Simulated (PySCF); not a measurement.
BiH₂Br, SMILES [Br][BiH2]. Atoms are numbered in the order given.

```xyz
4

Bi    -0.7663     0.0315     0.0000
H     -0.9132    -1.2374    -1.2698
H     -0.9132    -1.2374     1.2698
Br     1.8694    -0.0039     0.0000
```
Charge 0, spin multiplicity 1.

Geometry optimised at B3LYP-D3(BJ)/def2-TZVP. The def2 effective core potentials stand for the cores of Bi; spin–orbit coupling is left out.

The numbers are results of TDA-B3LYP/def2-SVPD run with PySCF, not measurements.

Vertical excitations.  State labels are in the subgroup Cs.

Computed excitation energies, oscillator strengths and character:
```
state  symmetry  energy (eV)  λ (nm)      f                            main pairs
-----  --------  -----------  ------  -----  ------------------------------------
S1           A'         3.99     311  0.015                        HOMO→LUMO 98 %
S2           A"         4.20     295  0.005                     HOMO−1→LUMO 100 %
S3           A'         5.32     233  0.053    HOMO−2→LUMO 83 %, HOMO−3→LUMO 15 %
S4           A'         5.73     216  0.015                      HOMO→LUMO+2 88 %
S5           A"         5.78     215  0.014                      HOMO→LUMO+1 84 %
S6           A'         6.03     206  0.005                    HOMO−1→LUMO+1 81 %
S7           A"         6.03     205  0.001  HOMO−1→LUMO+2 74 %, HOMO−4→LUMO 14 %
S8           A"         6.09     204  0.002  HOMO−4→LUMO 85 %, HOMO−1→LUMO+2 13 %
S9           A'         6.89     180  0.105                    HOMO−2→LUMO+2 92 %
S10          A"         6.92     179  0.028                    HOMO−2→LUMO+1 86 %
T1           A'         3.47     357      0                        HOMO→LUMO 99 %
T2           A"         3.80     326      0                      HOMO−1→LUMO 99 %
T3           A'         4.47     277      0                      HOMO−2→LUMO 96 %
T4           A"         5.06     245      0                      HOMO→LUMO+1 81 %
```
Triplets are in the Tamm–Dancoff approximation.
